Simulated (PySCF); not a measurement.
**Stationary points of SbOF**

Computed with PBE0/[Sb def2-TZVP with ECP28, O def2-TZVP, F def2-TZVP], scalar-relativistic core potentials, density fitting, no spin–orbit coupling, PySCF.

Relaxations began from a few typed shapes. The search is not exhaustive: other isomers or separated fragments can lie lower, and high-lying points may rest on an excited occupation.

Which is the lowest minimum found?
A. singlet C∞v: Sb–F 2.067 Å, Sb–O 1.819 Å; F–Sb–O 180.0°
B. singlet Cs: Sb–F 1.916 Å, Sb–O 1.787 Å; F–Sb–O 103.1°

B. The others lie at 183.3 (singlet C∞v, a saddle point) kJ/mol above it.

Counting electrons, antimony keeps 2 of its valence electrons outside its bonds, so the VSEPR class is AX2E1 and the expected shape is bent; with unlike ligands the computed point group is Cs.
